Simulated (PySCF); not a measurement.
CH5S, SMILES C[SH2+], charge +1.

Coordinates come from a B3LYP-D3(BJ)/def2-TZVP optimisation. The isomer is the one that the SMILES or the coordinates give; other isomers of the formula were not compared.

These are B3LYP-D3(BJ)/def2-TZVP (PySCF) values and carry that method's errors.

Frequencies are harmonic and unscaled.

| mode | ν (cm⁻¹) | IR (km/mol) | Raman (Å⁴/amu) | depolarisation | moving atoms (share of kinetic energy) |
|---|---|---|---|---|---|
| 1 | 239 | 13.0 | 0.3 | 0.75 | H 98 % |
| 2 | 633 | 3.9 | 12.4 | 0.19 | C 57 %, S 32 %, H 10 % |
| 3 | 750 | 0.2 | 2.6 | 0.75 | H 99 % |
| 4 | 779 | 5.1 | 5.2 | 0.43 | H 94 % |
| 5 | 1059 | 3.0 | 3.5 | 0.72 | H 80 %, C 15 % |
| 6 | 1110 | 9.4 | 5.1 | 0.75 | H 81 %, C 16 % |
| 7 | 1205 | 5.0 | 11.3 | 0.73 | H 97 % |
| 8 | 1371 | 0.8 | 0.2 | 0.74 | H 88 %, C 11 % |
| 9 | 1458 | 17.1 | 7.0 | 0.75 | H 96 % |
| 10 | 1460 | 15.2 | 7.1 | 0.75 | H 96 % |
| 11 | 2614 | 38.7 | 120.8 | 0.08 | H 97 % |
| 12 | 2624 | 42.6 | 66.3 | 0.75 | H 97 % |
| 13 | 3069 | 7.1 | 115.6 | 0.00 | H 98 % |
| 14 | 3166 | 13.4 | 45.8 | 0.75 | H 90 %, C 10 % |
| 15 | 3192 | 11.0 | 42.0 | 0.73 | H 90 %, C 10 % |
